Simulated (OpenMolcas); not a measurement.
Computed levels of 3d4 in ions with 22 electrons, in cm-1 above 5D0.

```json
{"Program": "OpenMolcas", "Method": "MS-CASPT2, IPEA 0.25 Eh, imaginary shift 0.1 Eh", "Basis": "ANO-R3", "Scalar Hamiltonian": "X2C, finite nucleus", "Spin-orbit coupling": "RASSI with atomic mean-field integrals over the reference wave functions, term energies averaged over their components"}
```

Active space for each ion: 4 electrons in 5 orbitals (3d); closed shells correlated by CASPT2: 3s 3p.

```tsv
Level	V+	Cr2+	Mn3+	Fe4+	Ni6+	Cu7+
5D1	39.8	66.1	102	150	287	387
5D2	118	196	302	439	831	1108
5D3	231	383	589	852	1588	2100
5D4	377	624	953	1372	2520	3300
3P0(1)	10390	16440	20450	24000	30230	33030
3P1(1)	10620	16830	21070	24900	31950	35310
3P2(1)	11050	17540	22140	26430	34680	38840
3H4	11800	17330	21170	24950	31900	35200
3H5	11880	17470	21390	25280	32560	36110
```

Q: Estimate 5D4, 3P0(1), 3P1(1) for Co5+ from its neighbours Fe4+ and Ni6+.

A: 5D4 is fine structure, which grows about as the fourth power of a screened charge, so the fourth roots are averaged: ((1372^0.25 + 2520^0.25) / 2)^4 = 1881. The calculation gives 1881, so the estimate is off by 0 %; the measured value is 1782 (Sugar and Corliss, J. Phys. Chem. Ref. Data 10, 1097 (1981)).
3P0(1) is another term, which grows about linearly with the charge: (24000 + 30230) / 2 = 27115. The calculation gives 27190, so the estimate is off by -0.3 %; the measured value is 27166 (Sugar and Corliss, J. Phys. Chem. Ref. Data 10, 1097 (1981)).
3P1(1) is another term, which grows about linearly with the charge: (24900 + 31950) / 2 = 28425. The calculation gives 28450, so the estimate is off by -0.1 %; the measured value is 28462 (Sugar and Corliss, J. Phys. Chem. Ref. Data 10, 1097 (1981)).

CASPT2 does not keep the components of a term degenerate, so their means are used; among the terms shown or strongly mixed into the levels shown the widest spread is 610 cm-1 (3d4 3H, V+). Some high roots are left out of the spin-orbit mixing, which shifts the levels that they would mix with (holds for V+). The CASPT2 spread within a term exceeds the gap to the next term for 3d4 3H and 3d4 3P(1), so the order of their levels is uncertain (holds for Mn3+). Measured partners are found by configuration, term and J. A level has none where our copy of the source lacks it or the pairing is in doubt (some pairs that miss far off the trend of their configuration count as doubtful), and it then counts in no deviation. Only configurations of the active space appear.

A number in round brackets counts repeated terms of one configuration in the order of the reference energies.
